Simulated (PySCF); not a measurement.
# NbSeCl3: computed shieldings and shifts

NbSeCl3, Cl3NbSe.

Geometry (Å), atoms numbered from 1 in this order:
```xyz
5

Nb    0.001    0.010   -0.023
Se   -0.017   -0.237    2.215
Cl    2.157    0.072   -0.726
Cl   -1.105    1.930   -0.506
Cl   -1.036   -1.774   -0.959
```

GIAO calculations in PySCF on the PBE0-D3(BJ)/def2-SVP structure: isolated species, scalar relativity only through the core potential, equivalent atoms averaged; basis pcSseg-1 (def2-TZVP on Nb).

Q: Give the isotropic shieldings (ppm) with KT2, PBE0.

A: 
```
             atoms            environment   KT2   PBE0
               Se2  selenium bonded to Nb  -953  -1473
       Cl3/Cl4/Cl5  chlorine bonded to Nb   295    314
HOMO–LUMO gap (eV)                      –  2.80   4.61
```

Q: And the chemical shifts, against references computed in the same way?

A: 
```
      atoms  nucleus, reference   KT2  PBE0
        Se2         77Se, Me2Se  2675  3243
Cl3/Cl4/Cl5           35Cl, HCl   648   629
```

Q: Which part of the shielding of Se2 depends on the functional?

A: Diamagnetic: KT2 3005, PBE0 3001 ppm; paramagnetic: KT2 -3959, PBE0 -4474 ppm. The diamagnetic part, set mainly by inner electrons, hardly moves; the paramagnetic part goes with low-lying magnetically allowed excitations and carries the spread.

Nb is described by an effective core potential, so it has no shielding of its own here; spin–orbit effects on the atoms bonded to it, which can be large, are absent, and the values of these neighbours are rough. Relativistic effects, spin–orbit coupling among them, are left out; they matter for Se and for the light atoms bonded to it.
